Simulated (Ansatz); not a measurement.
Geometry optimisation, RKS PBE0/def2-SVP (Ansatz 0.2.0).

Input file:

```yaml
crystal:
  periodic: [false, false, false]
  atoms:
    - { symbol: C, position_ang: [-0.54057, -0.72849, -0.17927] }
    - { symbol: Zn, position_ang: [0.71297, 0.71032, 0.24163] }
    - { symbol: H, position_ang: [-0.13756, -1.68798, 0.22413] }
    - { symbol: H, position_ang: [-1.4283, -0.55447, 0.47854] }
    - { symbol: H, position_ang: [1.39345, 2.26062, -0.76504] }
total_charge: -1
basis:
  gaussian: { orbitals: def2-SVP }
hamiltonian:
  xc: pbe0
relax:
  f_tol: 0.02
  max_steps: 40
scf:
  lower_state_search: "off"
```

Launched with:

```bash
$ ansatz run input.yaml --threads 1 --pin off --max-ram 2048MiB --backend cpu --events-out ev --progress --plain --runs-dir out
```

Where does it end, and by what steps?

It converged. Limits of this set-up: an anion without diffuse functions. After 5 steps the energy has fallen by 0.562 eV; Zn2 moved furthest, 0.41 Å.

```csv
step,energy less start (eV),largest force component (eV/Å),accepted
0,0.0000,1.505,yes
1,-0.4138,0.743,yes
2,-0.5382,0.588,yes
3,-0.5053,0.666,no
4,-0.5609,0.072,yes
5,-0.5618,0.019,yes
```

```xyz
5
Properties=species:S:1:pos:R:3
C -0.541 -0.707 -0.121
Zn 0.568 0.795 -0.135
H -0.036 -1.630 0.251
H -1.441 -0.566 0.526
H 1.451 2.108 -0.522
```

Whether the end is a true minimum wasn't checked by a vibrational analysis.

Time of the run: 4.9 s on 1 thread of Intel(R) Xeon(R) 6975P-C (Granite Rapids) (shared host), peak memory 0.12 GiB.
